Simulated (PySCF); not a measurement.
C4H7FO3S.
Z-matrix (Å and degrees, GFN2-xTB geometry), rows numbered from 1:
```
C 
C   1  1.5199
F   2  1.3968  1  107.90
C   2  1.5399  1  114.51  3  -118.11
C   4  1.5090  2  104.75  1  -165.68
S   5  1.8164  4   99.60  2    42.29
O   6  1.4208  5  113.96  4  -145.20
O   6  1.4258  5  109.54  4    79.63
O   2  1.3772  1  111.51  3   117.34
H   1  1.0853  2  109.35  3  -177.49
H   1  1.0866  2  109.64  3    61.51
H   1  1.0866  2  108.90  3   -58.16
H   4  1.0896  2  109.71  1    72.14
H   4  1.0901  2  108.57  1   -48.20
H   5  1.0826  4  114.51  2   157.96
H   5  1.0856  4  113.26  2   -72.02
```

NICS = −σ at a ghost point: NICS(0) at the centroid of the ring atoms, NICS(1) 1 Å to either side along the normal of their mean plane, zz for the tensor component along that normal. Level: GIAO PBE0/pcSseg-1 (PySCF, non-relativistic, gas phase) on the GFN2-xTB geometry, one conformer.

Ring bond lengths (Å), with Mayer bond orders in brackets: C2–C4 1.540 (0.98), C4–C5 1.509 (1.01), C5–S6 1.816 (0.90), S6–O9 1.643 (0.84), O9–C2 1.377 (0.94).

Problem. Give the NICS values of each ring in ppm.

Solution. 
| ring | type | NICS(0) | NICS(1), two faces | NICS(1)zz, two faces | rms pucker (Å) | centre to ring atoms, mean (Å) |
| --- | --- | --- | --- | --- | --- | --- |
| C2–C4–C5–S6–O9 | 5-membered ring with O and S; formal bonds all single | -6.8 | -2.8 / -4.2 | -2.0 / -3.1 | 0.20 | 1.32 |

Problem. What can be read from them?

Solution. 
- C2–C4–C5–S6–O9: mean NICS(1)zz -2.6 ppm, near zero. C2, C4, C5, S6 have four or more neighbours, so the value isn't read as a sign of a π ring current.

Problem. At the first NICS(1) probe listed for ring C2–C4–C5–S6–O9, 1 Å off the ring, what do the in-plane components average?

Solution. The isotropic value is a third of the trace: (3 × -2.8 − (-2.0))/2 = -3.2 ppm.

Problem. List the ring angles and the Hirshfeld charges of the ring atoms.

Solution. 
- C2–C4–C5–S6–O9: C2 109.1° (+0.169 e), C4 104.7° (-0.085 e), C5 99.6° (-0.073 e), S6 95.3° (+0.560 e), O9 112.6° (-0.139 e); sum 521.4° against 540° for a flat convex ring.

Problem. How shielded are the nuclei of the rings and their hydrogens (means over atoms taken as equivalent)?

Solution. 
```
atoms                 environment  σ isotropic (ppm)
   C2              sp3 C–F carbon               69.9
   C4             ring CH2 carbon              148.3
   C5  sp3 carbon bound to sulfur              135.7
   S6             sulfonyl sulfur              149.8
   O9    oxygen bonded to C and S               87.5
  H13          methylene hydrogen              29.26
  H14          methylene hydrogen              29.46
  H15          methylene hydrogen              28.75
  H16          methylene hydrogen              28.52
```
